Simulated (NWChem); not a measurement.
System: MgH₂Se₂; SMILES [SeH][Mg][SeH]

```xyz
5

Mg    -0.0082     0.0000     0.0014
Se    -0.0287     2.4283    -0.0132
H      1.0253     2.4411     1.0164
Se    -0.0286    -2.4283     0.0129
H      1.0195    -2.4393    -1.0228
```
Atoms are numbered in this order, from 1.

Program: NWChem. Pople sets run with spherical d functions. All runs use the structure optimised with PBE0/def2-SVP. Level M06-L/6-31G*: energy and gradient on several grids; changes count from the extra-fine grid, which is no exact limit either.

### Question
Which is the coarsest grid (fine; xcoarse; medium; xfine; coarse) from which on the energy stays within 100 μHa and each gradient component within 200 μHa/bohr of xfine?

### Answer
fine.
```json
[
 {"grid": "xcoarse", "size of the energy change (μHa)": "2000", "largest change of a gradient component (μHa/bohr)": "600"},
 {"grid": "coarse", "size of the energy change (μHa)": "200", "largest change of a gradient component (μHa/bohr)": "1000"},
 {"grid": "medium", "size of the energy change (μHa)": "< 10", "largest change of a gradient component (μHa/bohr)": "300"},
 {"grid": "fine", "size of the energy change (μHa)": "< 10", "largest change of a gradient component (μHa/bohr)": "80"},
 {"grid": "xfine", "size of the energy change (μHa)": "< 10", "largest change of a gradient component (μHa/bohr)": "< 30"}
]
```
